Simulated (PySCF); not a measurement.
Calculation: PBE-D3(BJ)/def2-TZVP // B3LYP-D3(BJ)/def2-TZVP (PySCF 2.14.0). Isolated molecules, 0 K electronic values unless said otherwise. Excitations are Tamm–Dancoff values on a coarser integration grid. The basis has no diffuse functions, so Rydberg states are missing or too high.

Reference species (SMILES): `[F][Ga]([F])[F]` (neutral, multiplicity 1).

| Item | Result |
|---|---|
| HOMO | -9.65 eV |
| LUMO | -3.46 eV |
| S1 oscillator strength | 0.000 |
| S1 excitation (TDA) | 6.33 eV |

After one change: the HOMO rises by 2.95 eV; the LUMO rises by 2.01 eV; the S1 oscillator strength hardly moves; the S1 excitation (TDA) falls by 0.98 eV.

Problem. Name the change that produced these shifts. The new species is one of these.
A) `[CH3][Ga]([CH3])[F]`
B) `[CH3][Ga]([F])[F]`
C) `[CH3][Ga]([CH3])[CH3]`

Solution. A, `[CH3][Ga]([CH3])[F]`
